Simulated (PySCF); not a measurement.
## `[CH3][Al-]([CH3])([CH3])[CH3]`, [C4H12Al]-, charge -1

Geometry (Å), atoms numbered from 1 in this order:
```xyz
17

Al    0.002    0.000   -0.001
C    -0.004   -0.014    2.050
H    -1.014    0.057    2.474
H     0.560    0.817    2.492
H     0.431   -0.926    2.479
C     1.933    0.005   -0.685
H     2.002   -0.096   -1.776
H     2.542   -0.811   -0.276
H     2.476    0.928   -0.441
C    -0.964    1.678   -0.670
H    -0.894    1.817   -1.757
H    -0.571    2.605   -0.230
H    -2.038    1.679   -0.442
C    -0.963   -1.670   -0.695
H    -1.967   -1.797   -0.270
H    -0.429   -2.602   -0.469
H    -1.102   -1.668   -1.784
```

Total charge -1.

Theory: PySCF 2.14.0, GIAO B3LYP/def2-SVP magnetisability, rotational g tensor and spin-rotation constants, non-relativistic, gas phase. Geometry: GFN2-xTB.

For an ion the centre-of-mass motion in the field is neglected.

Problem. Give the nuclear spin-rotation constants along the inertial axes (H = +C I·J) beside the isotropic shieldings.

Solution. Rotational constants 2.6325, 2.6301, 2.6237 GHz. A star marks the isotopologue with that one atom substituted, in its own axes.
| atom | isotope | Caa (kHz) | Cbb (kHz) | Ccc (kHz) | mean (kHz) | σ (ppm) |
| --- | --- | --- | --- | --- | --- | --- |
| Al1 | 27Al | 1.357 | 1.355 | 1.352 | 1.355 | 469.0 |
| H3 | 1H | -0.143 | -0.143 | -0.195 | -0.161 | 33.1 |
| H4 | 1H | -0.167 | -0.167 | -0.148 | -0.161 | 33.1 |
| H5 | 1H | -0.167 | -0.167 | -0.148 | -0.161 | 33.1 |
| H7 | 1H | -0.158 | -0.158 | -0.165 | -0.161 | 33.1 |
| H8 | 1H | -0.190 | -0.189 | -0.103 | -0.161 | 33.1 |
| H9 | 1H | -0.141 | -0.141 | -0.200 | -0.161 | 33.1 |
| H11 | 1H | -0.162 | -0.162 | -0.158 | -0.161 | 33.1 |
| H12 | 1H | -0.143 | -0.143 | -0.195 | -0.161 | 33.1 |
| H13 | 1H | -0.172 | -0.172 | -0.137 | -0.161 | 33.1 |
| H15 | 1H | -0.139 | -0.139 | -0.203 | -0.161 | 33.1 |
| H16 | 1H | -0.157 | -0.157 | -0.168 | -0.161 | 33.1 |
| H17 | 1H | -0.192 | -0.192 | -0.098 | -0.161 | 33.1 |
| C2 | 13C* | 0.296 | 0.248 | 0.248 | 0.264 | 198.6 |

Where two moments of inertia are equal or nearly so, the constants along those axes are given as their average.
For the geometry as given, no vibrational averaging.
